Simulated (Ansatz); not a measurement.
C9H14F6NSb⁻, that is N-butylpyridinium hexafluoroantimonate with one electron more. The state is a doublet with charge -1. Geometry PBE-D4/def2-SVP; atoms count from 1.

```xyz
31

C     0.5856    3.4280    0.1986
C     0.3387    2.3531   -0.8605
C     0.8655    0.9782   -0.4398
C     0.4787   -0.1349   -1.4201
N     0.7769   -1.4740   -0.9299
C     1.9810   -2.1098   -1.2523
C     2.3244   -3.3201   -0.6874
C     1.4747   -3.9539    0.2638
C     0.2716   -3.2618    0.6122
C    -0.0569   -2.0558    0.0373
H     0.0721    3.1419    1.1370
H     0.1843    4.4126   -0.1182
H     1.6689    3.5536    0.4155
H    -0.7568    2.2680   -1.0178
H     0.7843    2.6536   -1.8377
H     0.4266    0.7317    0.5481
H     1.9719    0.9993   -0.3110
H    -0.6134   -0.0718   -1.5988
H     0.9942   -0.0081   -2.3971
H     2.6083   -1.5883   -1.9890
H     3.2761   -3.7836   -0.9933
H     1.7450   -4.9112    0.7287
H    -0.4260   -3.6731    1.3572
H    -0.9621   -1.4858    0.2902
F    -4.7089    0.9614    0.8185
Sb   -2.8810    1.0526    1.4822
F    -2.6785    2.8633    0.7705
F    -2.2361    0.3464   -0.2474
F    -3.5092    1.7329    3.1933
F    -1.0288    1.1494    2.1357
F    -2.9709   -0.7938    2.1116
```

In the def2 sets Sb takes a core potential; there is no spin–orbit coupling. Single mean-field runs in def2-TZVP are fitted with def2-universal-jkfit.

**Question.** Estimate the Mulliken populations of the heavy atoms from the PBE0/def2-TZVP orbitals of Ansatz.

**Answer.** 
```
atom  charge (e)  spin (α − β)
  C1       -0.36          0.00
  C2       -0.18          0.00
  C3       -0.24          0.02
  C4       -0.19         -0.02
  N5        0.09          0.24
  C6       -0.16          0.27
  C7       -0.12         -0.13
  C8       -0.22          0.52
  C9       -0.15         -0.10
 C10       -0.16          0.25
 F25       -0.46          0.00
Sb26        1.84          0.00
 F27       -0.46          0.00
 F28       -0.48          0.00
 F29       -0.46          0.00
 F30       -0.46          0.00
 F31       -0.46          0.00
```
Mulliken values depend strongly on the basis.

**Question.** Where does the spin sit?

**Answer.** Summed by element: C 0.80, N 0.24, H -0.05, F 0.00, Sb 0.00, of 1 unpaired in all. Largest on single atoms: C8 0.52, C6 0.27, C10 0.25.

**Question.** And the Mayer bond orders between heavy atoms (over 0.3)?

**Answer.** C1–C2 1.01 (1.53 Å); C2–C3 1.00 (1.53 Å); C3–C4 0.99 (1.53 Å); C4–N5 0.93 (1.46 Å); N5–C6 1.13 (1.40 Å); N5–C10 1.11 (1.40 Å); C6–C7 1.63 (1.38 Å); C7–C8 1.29 (1.42 Å); C8–C9 1.24 (1.43 Å); C9–C10 1.69 (1.38 Å); F25–Sb26 0.81 (1.95 Å); Sb26–F27 0.79 (1.96 Å); Sb26–F28 0.72 (1.98 Å); Sb26–F29 0.81 (1.95 Å); Sb26–F30 0.76 (1.97 Å); Sb26–F31 0.79 (1.95 Å).
